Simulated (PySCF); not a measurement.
Geometries of 2 isomers of C3H6SeSi, from PBE0-D3(BJ)/def2-SVP geometry optimisation, gas phase (PySCF). One conformer each, no zero-point energy, no frequencies.

Question: Which isomer lies lower at this level?
A.
```xyz
11
angstrom
C      1.813    1.843    0.047
C      1.263    0.797   -0.242
Si     0.409   -0.778   -0.657
C     -1.066   -0.999    0.491
Se    -2.332    0.489    0.386
H      2.305    2.767    0.299
H     -0.046   -0.731   -2.075
H      1.379   -1.901   -0.476
H     -0.757   -1.164    1.534
H     -1.634   -1.886    0.167
H     -1.307    1.537    0.517
```
B.
```xyz
11
angstrom
C      1.188    0.134   -2.303
C      1.062    0.536   -1.161
Si     0.840    1.098    0.572
Se     0.168   -0.634    1.881
C     -1.406   -1.107    0.816
H      1.304   -0.213   -3.315
H     -0.163    2.203    0.563
H      2.134    1.575    1.133
H     -1.835   -2.006    1.277
H     -1.109   -1.330   -0.217
H     -2.147   -0.298    0.836
```

Answer: B. That is `C[Se][SiH2]C#C`, 14.1 kcal/mol below the other.

```json
{"SMILES": "C#C[SiH2][Se]C", "atoms numbered as above": "[CH:1]#[C:2][SiH2:3][Se:4][CH3:5]", "E (Eh)": "-2807.91576", "relative (kcal/mol)": "0.0", "relative (kJ/mol)": "0.0", "dipole (D)": "1.68"}
{"SMILES": "C#C[SiH2]C[SeH]", "atoms numbered as above": "[CH:1]#[C:2][SiH2:3][CH2:4][SeH:5]", "E (Eh)": "-2807.89327", "relative (kcal/mol)": "14.1", "relative (kJ/mol)": "59.0", "dipole (D)": "1.06"}
```
